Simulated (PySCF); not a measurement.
C3H8O2Si, SMILES OC[SiH]1COC1. Geometry: PBE-D3(BJ)/def2-SVP. This is a generated structure with no PubChem entry under its InChIKey; it may be hypothetical. The values are those of a single conformer.

Task: Give the equilibrium geometry at PBE-D3(BJ)/def2-SVP (PySCF confirms it by a frequency run) as bond lengths and angles. (Estimate from the structure and the level; the computed values follow.)

Result: One answer among several that fit: 
Atoms: O1 C2 Si3 C4 O5 C6 H7 H8 H9 H10 H11 H12 H13 H14. Bond lengths (Å): O1–C2 1.431, O1–H7 0.975, C2–Si3 1.907, C2–H8 1.119, C2–H9 1.111, Si3–C4 1.911, Si3–C6 1.919, Si3–H10 1.513, C4–O5 1.452, C4–H11 1.111, C4–H12 1.117, O5–C6 1.449, C6–H13 1.118, C6–H14 1.111. Angles (°): C2–O1–H7 107.0, O1–C2–Si3 109.7, O1–C2–H8 113.0, O1–C2–H9 107.0, Si3–C2–H8 112.4, Si3–C2–H9 108.5, H8–C2–H9 105.9, C2–Si3–C4 114.7, C2–Si3–C6 117.7, C2–Si3–H10 107.1, C4–Si3–C6 72.9, C4–Si3–H10 120.5, C6–Si3–H10 121.3, Si3–C4–O5 89.6, Si3–C4–H11 119.3, Si3–C4–H12 115.8, O5–C4–H11 110.8, O5–C4–H12 112.0, H11–C4–H12 108.2, C4–O5–C6 103.3, Si3–C6–O5 89.4, Si3–C6–H13 115.3, Si3–C6–H14 120.1, O5–C6–H13 112.2, O5–C6–H14 110.7, H13–C6–H14 107.9.
Charge 0, spin multiplicity 1.
